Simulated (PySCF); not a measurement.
B(H)(I)(Me) (CH4BI), SMILES CBI.

The structure is a stationary point at B3LYP-D3(BJ)/def2-SVP. The def2 effective core potentials stand for the cores of I; spin–orbit coupling is left out.

Level of theory: TDA-CAM-B3LYP/def2-SVPD in PySCF.

Vertical excitations. Isolated molecule, no solvent. State labels are in the subgroup Cs.

```
state  symmetry  energy (eV)  λ (nm)      f                                                  main pairs
-----  --------  -----------  ------  -----  ----------------------------------------------------------
S1           A"         4.43     280  0.000                                              HOMO→LUMO 99 %
S2           A'         5.64     220  0.134                                            HOMO−1→LUMO 91 %
S3           A"         5.92     209  0.000                                            HOMO−2→LUMO 98 %
S4           A'         6.35     195  0.011                          HOMO→LUMO+1 63 %, HOMO→LUMO+2 21 %
S5           A"         6.87     180  0.008  HOMO−1→LUMO+1 54 %, HOMO−1→LUMO+2 20 %, HOMO−1→LUMO+5 11 %
S6           A'         6.89     180  0.097        HOMO→LUMO+2 54 %, HOMO→LUMO+1 30 %, HOMO→LUMO+5 10 %
S7           A"         6.91     180  0.000                                            HOMO−3→LUMO 90 %
S8           A"         7.48     166  0.134   HOMO−1→LUMO+2 52 %, HOMO−1→LUMO+1 33 %, HOMO−1→LUMO+5 9 %
S9           A'         7.69     161  0.031                                            HOMO→LUMO+3 93 %
S10          A"         7.70     161  0.001                                            HOMO→LUMO+4 98 %
T1           A"         4.24     293      0                                              HOMO→LUMO 97 %
T2           A'         4.60     269      0                                            HOMO−1→LUMO 99 %
T3           A"         5.39     230      0                                            HOMO−2→LUMO 95 %
T4           A'         5.86     212      0        HOMO→LUMO+1 44 %, HOMO→LUMO+2 26 %, HOMO→LUMO+5 20 %
```
Triplets are in the Tamm–Dancoff approximation.
